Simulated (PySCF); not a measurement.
B(F)(OMe)(SMe) (C2H6BFOS), SMILES S(B(OC)F)C. Atoms are numbered in the order given.

```xyz
12

B      0.0768     0.5467     0.1463
F      0.3453     1.7916     0.5613
O     -0.9008     0.3053    -0.7500
C     -1.7122     1.3203    -1.3186
H     -1.4329     2.3210    -0.9553
H     -1.6074     1.2922    -2.4144
H     -2.7656     1.1255    -1.0631
S      1.0740    -0.8040     0.8307
C      0.3358    -2.2452    -0.0265
H     -0.7281    -2.3446     0.2253
H      0.8797    -3.1341     0.3192
H      0.4442    -2.1481    -1.1145
```
Charge 0, spin multiplicity 1.

The structure is a stationary point at B3LYP-D3(BJ)/def2-SVP. Other conformers were not sampled.

Two levels are set side by side: PBE/pcSseg-1 (PySCF) and KT2/pcSseg-1 (PySCF). GIAO shifts against BF3 (¹¹B), CFCl3 (¹⁹F), H2O (¹⁷O), H2S (³³S), TMS (¹H), TMS (¹³C) at the same level; non-relativistic, no solvent, atoms listed together averaged. Differences are taken from unrounded values.

| quantity | PBE |
|---|---|
| δ(¹¹B) of B1 (ppm) | 17.3 |
| δ(¹⁹F) of F2 (ppm) | -122.1 |
| δ(¹⁷O) of O3 (ppm) | 117.9 |
| δ(¹³C) of C4 (ppm) | 56.5 |
| δ(³³S) of S8 (ppm) | 120.2 |
| δ(¹³C) of C9 (ppm) | 17.5 |

Task: These are the PBE values. What does KT2 give? (Estimate from the structure and the level; the computed values follow.)

Result: 
```csv
quantity,KT2,PBE minus KT2
δ(¹¹B) of B1 (ppm),16.3,1.0
δ(¹⁹F) of F2 (ppm),-133.6,11.5
δ(¹⁷O) of O3 (ppm),107.4,10.5
δ(¹³C) of C4 (ppm),55.8,0.8
δ(³³S) of S8 (ppm),107.4,12.8
δ(¹³C) of C9 (ppm),16.9,0.7
```

Rough cost on one machine, each run with all the roots and properties that it gave: KT2 against PBE within a factor of 2.
